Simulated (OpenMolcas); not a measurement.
# Lines of Fe3+: computed and rescaled rates

```yaml
Program: OpenMolcas 26.06
Method: "MS-CASPT2, IPEA 0.25 Eh, imaginary shift 0.1 Eh (closed shells correlated: 3s 3p)"
Basis: ANO-RCC-VTZP [6s5p3d2f1g]
Scalar_Hamiltonian: DKH2, point nucleus
Active_space: 5 electrons in 10 orbitals (3d 4d)
State_averaging: 2S+1 = 6 even, 1 root; 2S+1 = 4 even, 24 roots; 2S+1 = 2 even, 53 roots
Spin-orbit_coupling: RASSI with atomic mean-field integrals over the reference wave functions, term energies averaged over their components
```

Rates come from the transition moments of the reference wave functions (E1 and E2 in the length form). At fixed line strength A goes as λ^-3 for E1 and M1 and as λ^-5 for E2, so a rate at the computed wavelength can be rescaled to the measured one. Measured vacuum wavelengths follow from level energies in Corliss and Sugar, J. Phys. Chem. Ref. Data 11, 135 (1982). Branching counts decays inside the model space alone, at computed energies, and the table is only a selection of the E2 and M1 lines, drawn from those between levels with measured partners whose computed energy lies within a factor of 1.5 of the measured one.

```
            Upper          Lower  Type  λ computed (nm)  λ measured (nm)  A computed (s-1)  A rescaled (s-1)  Branching %
       3d5 4P 5/2     3d5 6S 5/2    M1            269.6            283.7          1.50e+00                          100.0
       3d5 4P 3/2     3d5 6S 5/2    M1            269.1              283          9.78e-01                          100.0
3d5 2D 5/2 [74 %]     3d5 4P 5/2    M1            664.9            699.9          5.88e-01                           57.3
      3d5 2H 11/2    3d5 4G 11/2    M1            392.8            414.5          5.48e-01                           50.5
       3d5 4F 9/2    3d5 4G 11/2    E2            475.2            490.8          3.32e-01          2.82e-01         39.6
       3d5 2D 3/2     3d5 4P 3/2    M1            646.5            679.4          2.76e-01                           58.9
       3d5 4F 9/2    3d5 4G 11/2    M1            475.2            490.8          1.53e-01                           18.2
       3d5 4F 9/2     3d5 4D 7/2    M1            694.3            722.5          1.49e-01                           17.7
       3d5 4F 7/2     3d5 4D 7/2    M1            692.9            718.6          1.38e-01                           15.6
    3d5 2F 7/2(2)     3d5 4F 9/2    M1             1112             1158          1.25e-01                           47.2
3d5 2D 5/2 [74 %]     3d5 4P 3/2    M1            667.7            703.8          1.12e-01                           10.9
    3d5 2F 7/2(1)     3d5 4D 7/2    M1              724            792.7          7.78e-02                           10.4
       3d5 2D 3/2     3d5 4P 5/2    M1            643.9            675.8          7.56e-02                           16.2
       3d5 2D 3/2     3d5 4P 1/2    M1            649.9            682.8          7.06e-02                           15.1
       3d5 4D 1/2     3d5 4P 1/2    M1             3272             2865          5.86e-02                           62.7
       3d5 2G 9/2     3d5 4F 9/2    M1             1829             1961          5.38e-02                           23.5
    3d5 2F 5/2(2)     3d5 4F 7/2    M1             1128             1182          4.36e-02                           17.9
       3d5 4D 7/2     3d5 4P 5/2    M1             3168             2836          3.89e-02                           91.4
       3d5 2G 7/2  3d5 2F 7/2(1)    M1             1764             1663          3.67e-02                           37.6
    3d5 2F 5/2(2)  3d5 2F 7/2(1)    M1             1055             1024          3.55e-02                           14.6
       3d5 4D 1/2     3d5 4P 3/2    M1             3187             2806          3.46e-02                           37.0
       3d5 2G 9/2     3d5 4F 7/2    M1             1838             1990          2.64e-02                           11.5
    3d5 2F 5/2(2)     3d5 2D 3/2    M1            915.7            900.5          1.94e-02                            8.0
       3d5 2G 7/2     3d5 4F 7/2    M1             1981             2122          1.58e-02                           16.2
       3d5 4P 1/2     3d5 4P 3/2    M1           122400           136400          2.48e-05          1.79e-05         92.9
```

Spin-changing lines and M1 lines between different terms are not rescaled, since their strength hangs on the term gaps too.

The largest correction is for 3d5 4P 1/2 → 3d5 4P 3/2 (M1): 2.48e-05 × (122400 / 136400)^3 = 1.79e-05 s-1, a factor of 0.72.

These are rates of the free ion; in crystals, glasses and complexes forced electric-dipole and non-radiative decay shorten such lifetimes by orders of magnitude. No measured rate stands beside these. Rescaling mends the energy factor alone: line strengths can still be far off where a level mixes with configurations outside the active space, and weak or spin-changing lines hang on small mixing coefficients that depend on the term gaps too, so rescaling need not improve them.

CASPT2 breaks the degeneracy within a term, and the mean is taken; among the terms shown or strongly mixed into the levels shown the widest spread is 450 cm-1 (3d5 2H). Some levels mix across a computed gap that differs much from the measured one, so their mixing is not that of the real levels. Active for correlation alone: 4d; no level in the range computed is led by a configuration that fills it, so any true level of that kind is missing. Computed and measured levels are paired by configuration, term and J; levels that our copy of the source lacks, or whose pairing is in doubt (as where it misses far off the trend of its configuration), stay unpaired. Levels of configurations outside the active space are missing.

A share in square brackets marks a mixed level and gives the weight of the term that names it. A number in round brackets counts repeated terms of one configuration in the order of the reference energies.
